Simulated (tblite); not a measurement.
Compound: C5H13NSi.
Structure used (GFN2-xTB), in Å, numbered top down from 1:
```
atom  x, y, z in Å
C1    -1.7060    1.3328    0.0673
C2    -1.2475    0.0916   -0.6901
C3    -1.2059   -1.1443    0.2245
C4     0.2680   -1.2704    0.6559
N5     0.9426   -0.1315    0.0765
Si6    2.5423    0.3400    0.4487
C7     0.2183    0.2286   -1.1155
H8    -1.6934    2.2035   -0.5849
H9    -1.0394    1.5177    0.9061
H10   -2.7185    1.2007    0.4434
H11   -1.8982   -0.0715   -1.5526
H12   -1.8641   -1.0194    1.0827
H13   -1.5211   -2.0363   -0.3166
H14    0.6907   -2.2153    0.2847
H15    0.3917   -1.2555    1.7404
H16    3.6017   -0.4720   -0.1787
H17    2.6602    0.2163    1.9029
H18    2.6560    1.7194   -0.0242
H19    0.4376   -0.4624   -1.9447
H20    0.4799    1.2389   -1.4287
```

Calculated harmonic vibrations of the isolated species, GFN2-xTB (tblite), most abundant isotopes, no scaling. Against measured fundamentals such values can be off by several per cent, at times by over 20. Modes of hydrogen on silicon can be 10 to 20 % off. One conformer, not necessarily the lowest.

Harmonic wavenumbers (cm⁻¹): 29.2, 66.9, 121.3, 218.3, 224.6, 253.2, 364.9, 378.2, 474.1, 562.3, 606.5, 693.5, 741.7, 791.0, 817.9, 828.1, 844.6, 881.2, 955.1, 968.6, 993.5, 1033.9, 1066.2, 1103.5, 1124.0, 1152.6, 1189.0, 1197.0, 1222.8, 1242.4, 1287.1, 1296.8, 1308.9, 1331.4, 1340.5, 1408.2, 1481.5, 1484.7, 1498.5, 1504.9, 1508.6, 2147.9, 2244.3, 2257.9, 2834.0, 2850.8, 2954.6, 2965.6, 2993.4, 2994.6, 3011.0, 3027.1, 3032.8, 3043.7.

A = 3904, B = 1462, C = 1269 MHz; mass 115.082 u (most abundant isotopes); point group C1, symmetry number 1.

Problem. What is the zero-point energy?

Solution. ½Σν̃ = 36977 cm⁻¹ = 442.35 kJ/mol.

Problem. Entropy at 273.15 K, 1 bar (ideal gas, RRHO, classical rotation)?

Solution. Translation 166.22, rotation 116.84, vibration 95.77: S = 378.8 J/(mol K).

Problem. And Cp and H(273.15 K) − H(0)?

Solution. Cp = 134.94 J/(mol K), of which vibrations give 101.69 (their classical limit is 54 R = 449.0); H(273.15 K) − H(0) = 22.51 kJ/mol without the zero-point energy, 13.42 from vibrations.

Problem. Blend soft modes into free rotors: weight 1/[1 + (100 cm⁻¹/ν̃)⁴] for the oscillator and the rest for a rotor with moment μB/(μ + B), μ = h/(8π²ν), B = 10⁻⁴⁴ kg m². What vibrational entropy results?

Solution. 85.17 J/(mol K) in place of 95.77, which changes −T·S at 273.15 K by +2.90 kJ/mol.

Problem. Which modes carry the vibrational entropy at 273.15 K?

Solution. 29.2 cm⁻¹: 23.89; 66.9 cm⁻¹: 17.03; 121.3 cm⁻¹: 12.18; 218.3 cm⁻¹: 7.60; 224.6 cm⁻¹: 7.39; 253.2 cm⁻¹: 6.51 J/(mol K); the other 48 give 21.18 together.

Problem. How do the functions run with temperature in this model?

Solution. 
| T (K) | S (J/(mol K)) | Cp (J/(mol K)) | H − H(0) (kJ/mol) | G − H(0) (kJ/mol) | ln q(vib) |
| --- | --- | --- | --- | --- | --- |
| 150 | 314.8 | 86.0 | 9.04 | -38.17 | 2.96 |
| 250 | 367.3 | 124.7 | 19.50 | -72.33 | 5.11 |
| 298.15 | 391.1 | 146.2 | 26.02 | -90.60 | 6.15 |
| 400 | 440.6 | 191.9 | 43.27 | -132.96 | 8.41 |
| 600 | 533.2 | 265.6 | 89.44 | -230.46 | 13.00 |
| 900 | 655.7 | 337.8 | 180.87 | -409.30 | 19.88 |

q(vib) and H(0) count from the zero-point level.

Hindered rotation and anharmonicity are outside this model. Other conformers, if any are populated, would add a mixing term that is left out. The structure is chiral; the term R ln 2 for an equal mix with its mirror image is left out.
